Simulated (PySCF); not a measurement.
These compounds are isomers of formula C6H6F2O.

A. `InChI=1S/C6H6F2O/c1-5(2-3-7)6(8)4-9/h2H,3H2,1H3/b5-2+`
B. `InChI=1S/C6H6F2O/c7-6(8)9-5-3-1-2-4-5/h1-6H`
C. `CO/C(F)=C/C#CCF`
D. SMILES C(F)/C(F)=C1/C=CCO1

Spectrum 1. ¹H NMR (400 MHz, computed): δ 5.53 (m, 2H), 4.38 (m, 1H), 3.94 (s, 3H). ¹³C{¹H} NMR (computed): δ 176.7 (C), 94.6 (C), 89.3 (C), 74.4 (CH2), 66.5 (CH), 55.1 (CH3).

Spectrum 2. ¹H NMR (400 MHz, computed): δ 6.05 (m, 1H), 5.80 (m, 2H), 1.45 (s, 3H). ¹³C{¹H} NMR (computed): δ 270.3 (C), 133.2 (C), 128.5 (CH), 123.9 (C), 87.0 (CH2), 13.1 (CH3).

Spectrum 3. ¹H NMR (400 MHz, computed): δ 6.74 (m, 2H), 6.66 (m, 2H), 6.63 (m, 1H), 5.11 (m, 1H). ¹³C{¹H} NMR (computed): δ 142.2 (CH), 140.9 (CH), 124.8 (CH), 85.7 (CH).

Spectrum 4. ¹H NMR (400 MHz, computed): δ 6.85 (m, 1H), 6.40 (m, 1H), 5.50 (m, 2H), 5.37 (m, 2H). ¹³C{¹H} NMR (computed): δ 162.6 (C), 150.2 (C), 139.5 (CH), 130.4 (CH), 82.7 (CH2), 81.1 (CH2).

Calculated, not measured (PySCF 2.14.0 with density-fitted response routines): coordinates at the GFN2-xTB level, NMR shieldings at PBE0/pcSseg-1/GIAO. Non-relativistic Hamiltonian, one conformer, no solvent model, averaged over atoms made equivalent by symmetry, fast rotation or ring inversion.

Shifts are taken against calculated references (same method and geometry level): ¹H, ¹³C against TMS. Splittings of carbon signals by F and P are missing where no couplings were computed. Where no couplings were computed, multiplicities follow the n + 1 count of equivalent neighbours, and m marks all less simple cases (inequivalent or close neighbours, rings, F or P nearby). Shifts are as computed. Against solution values, carbons near 30 ppm lie about +3 ppm off and those near 130 ppm about +5 ppm (rms about the fit 2.1 ppm; single classes can miss by 10 ppm). Of 1328 compounds with measured shifts, 309 miss one by over three times the rms of a fit or turn the order of signals round; such compounds aren't used in these exercises. Signals without a measured value on file couldn't be tested in this way; 1H shifts scatter by 0.2 ppm about their fit, and single ones miss by 0.5 ppm.

Problem. Which spectrum belongs to which compound?

Solution. 1–C, 2–A, 3–B, 4–D.

- Spectrum 1 (C): 6 ¹³C signals; δC 176.7 is an alkene carbon bearing oxygen; δC 94.6 is an alkyne carbon.
- Spectrum 2 (A): 6 ¹³C signals; δC 128.5 is an alkene CH; δC 123.9 is a fully substituted alkene carbon.
- Spectrum 3 (B): 4 ¹³C signals; δC 142.2 is an alkene CH; δC 140.9 is an alkene CH.
- Spectrum 4 (D): 6 ¹³C signals; δC 162.6 is an alkene carbon bearing oxygen; δC 139.5 is an alkene CH.
